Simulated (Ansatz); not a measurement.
Species: C₄H₉F, SMILES `CCCCF` (C–C–C–C torsion 179°, C–C–C–F torsion -64°) (charge 0, multiplicity 1).

Problem. Give a relaxed geometry from B3LYP-D3(BJ)/def2-TZVP in Ansatz (a first-principles code).

Solution. Several could match; the one computed here: the end point of this relaxation, one of several conformers (outside a Z-matrix the atoms follow the SMILES, hydrogens last).
Z-matrix (Å, degrees):
```
C
H 1 1.0944
H 1 1.0961 2 106.54
C 1 1.5114 2 108.70 3 115.71
H 4 1.0922 1 111.64 2 -59.65
H 4 1.0935 5 109.16 1 123.82
F 4 1.4016 5 107.03 6 115.40
C 1 1.5270 2 110.05 3 -119.13
H 8 1.0923 1 109.00 2 -65.34
H 8 1.0951 9 106.37 1 117.47
C 8 1.5255 9 109.83 10 118.62
H 11 1.0912 8 111.37 9 -58.42
H 11 1.0926 12 107.70 8 -121.97
H 11 1.0929 12 107.75 13 -115.78
```
